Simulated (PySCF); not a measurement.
## Correlation energy of H⁻ (hydrogen, charge -1)

1s2, closed-shell 1S. All numbers are calculated (PySCF 2.14, the non-relativistic Hamiltonian (point nucleus), in aug-cc-pV5Z (6s5p4d3f2g, 80 functions)). Frozen: nothing; 2 electrons correlated.

With two correlated electrons CCSD is exact within the correlated space (frozen core and kept virtual orbitals).

```csv
level,correlation energy (mhartree)
CCSD,-39.54
```

Diagnostics: T1 = 0.030, D1 = 0.0418, largest double amplitude 0.116.

Cost of the coupled-cluster step: about 1.6 core-seconds, for 2 correlated electrons.

Iterations:

```
CC2 = 0
CCSD nocc = 1, nmo = 80
frozen orbitals []
max_cycle = 100
direct = 0
conv_tol = 1e-08
conv_tol_normt = 1e-06
diis_space = 8
diis_start_cycle = 0
Init t2, MP2 energy = -0.517631793511966  E_corr(MP2) -0.0297429833659267
Init E_corr(CCSD) = -0.0297429833666999
cycle = 1  E_corr(CCSD) = -0.0349066218089106  dE = -0.00516363844  norm(t1,t2) = 0.0397062
cycle = 2  E_corr(CCSD) = -0.037406010445712  dE = -0.00249938864  norm(t1,t2) = 0.0205984
cycle = 3  E_corr(CCSD) = -0.0395047947190597  dE = -0.00209878427  norm(t1,t2) = 0.0127224
cycle = 4  E_corr(CCSD) = -0.0396093778062321  dE = -0.000104583087  norm(t1,t2) = 0.00523782
cycle = 5  E_corr(CCSD) = -0.0395315621158433  dE = 7.78156904e-05  norm(t1,t2) = 0.00108914
cycle = 6  E_corr(CCSD) = -0.0395393143840873  dE = -7.75226824e-06  norm(t1,t2) = 0.000301345
cycle = 7  E_corr(CCSD) = -0.0395402549377634  dE = -9.40553676e-07  norm(t1,t2) = 4.78149e-05
cycle = 8  E_corr(CCSD) = -0.0395399387467757  dE = 3.16190988e-07  norm(t1,t2) = 8.67936e-06
cycle = 9  E_corr(CCSD) = -0.0395401804423524  dE = -2.41695577e-07  norm(t1,t2) = 2.53706e-06
cycle = 10  E_corr(CCSD) = -0.0395401469250673  dE = 3.35172851e-08  norm(t1,t2) = 3.79333e-07
cycle = 11  E_corr(CCSD) = -0.0395401456892315  dE = 1.23583577e-09  norm(t1,t2) = 6.0097e-08
CCSD converged
E(CCSD) = -0.5274289558352704  E_corr = -0.03954014568923154
```
